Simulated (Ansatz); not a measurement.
Geometry optimisation, RKS B3LYP-D4/def2-SVP (Ansatz 0.2.0).

Input:

```yaml
crystal:
  periodic: [false, false, false]
  atoms:
    - { symbol: Ge, position_ang: [-0.216123, -0.175871, -0.443822] }
    - { symbol: Cl, position_ang: [-0.259095, 0.972855, 2.784523] }
    - { symbol: H, position_ang: [0.765089, -0.984086, 0.418172] }
    - { symbol: H, position_ang: [0.099931, 1.326991, -0.447211] }
    - { symbol: H, position_ang: [-0.241824, -0.721569, -1.891809] }
    - { symbol: O, position_ang: [-1.859066, -0.376786, 0.213894] }
    - { symbol: Al, position_ang: [-3.335386, -1.218725, 0.020122] }
    - { symbol: H, position_ang: [-3.438207, -2.345346, -1.084666] }
    - { symbol: H, position_ang: [-4.51509, -0.802038, 0.981474] }
    - { symbol: H, position_ang: [-1.354429, 0.586376, 2.129023] }
basis:
  gaussian: { orbitals: def2-SVP }
hamiltonian:
  xc: b3lyp
  dispersion: d4
relax:
  f_tol: 0.03
  max_steps: 50
```

Launched with:

```bash
$ ansatz run input.yaml --threads 4 --pin off --max-ram 5120MiB --backend cpu --events-out ev --progress --plain --runs-dir out
```

Where does it end, and by what steps?

It converged. The force dipped under the threshold on the way, but the program's further checks kept it going. After 9 steps the energy has fallen by 0.133 eV; Cl2 moved furthest, 0.72 Å.

| step | energy less start (eV) | largest force component (eV/Å) | accepted |
| --- | --- | --- | --- |
| 0 | 0.0000 | 0.869 | yes |
| 1 | -0.0303 | 0.938 | yes |
| 2 | -0.0611 | 0.711 | yes |
| 3 | -0.1128 | 0.187 | yes |
| 4 | -0.1217 | 0.091 | yes |
| 5 | -0.1284 | 0.061 | yes |
| 6 | -0.1318 | 0.023 | yes |
| 7 | -0.1327 | 0.053 | yes |
| 8 | -0.1328 | 0.054 | yes |
| 9 | -0.1335 | 0.019 | yes |

```xyz
10
Properties=species:S:1:pos:R:3
Ge -0.120 -0.225 -0.523
Cl -0.956 1.034 2.934
H 0.914 -1.037 0.273
H 0.221 1.272 -0.561
H -0.309 -0.797 -1.944
O -1.701 -0.376 0.333
Al -3.233 -1.141 0.154
H -3.469 -2.040 -1.125
H -4.287 -0.878 1.295
H -1.415 0.451 1.843
```

Whether the end is a true minimum wasn't checked by a vibrational analysis.

The run took 13 s on 4 threads of Intel(R) Xeon(R) 6975P-C (Granite Rapids) (shared host), peak memory 0.3 GiB.
